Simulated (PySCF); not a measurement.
Input for PySCF: R-BP86/6-31G* on H4MgSi (SMILES [MgH][SiH3]), a point of a bond scan (R = 2.610 Å).

```python
from pyscf import gto, scf, dft, mp
from pyscf.data.elements import chemcore

mol = gto.M(
    atom='''
    Mg   -1.27392741   -0.69923846   -0.17849356
    H    -2.75463928   -1.51197762   -0.38596026
    Si    0.97176783    0.53338788    0.13615713
    H     2.09402165    0.03700160    2.43950751
    H     0.83766034    2.01691253    0.06363188
    H     1.98630247    0.16875768   -0.89430607
    ''',
    basis='6-31g*',
    cart=True,
    charge=0, spin=0, verbose=3, max_memory=1800)
mf = dft.RKS(mol, xc='b88,p86')
mf.conv_tol = 1e-8
mf.max_cycle = 100
mf.kernel()
if not mf.converged:
    mf = mf.newton().run(mf.mo_coeff, mf.mo_occ)
```

It printed:

```
converged SCF energy = -491.855386096598
```

The run converged.

Cost: about 5 core-seconds (a rough figure).
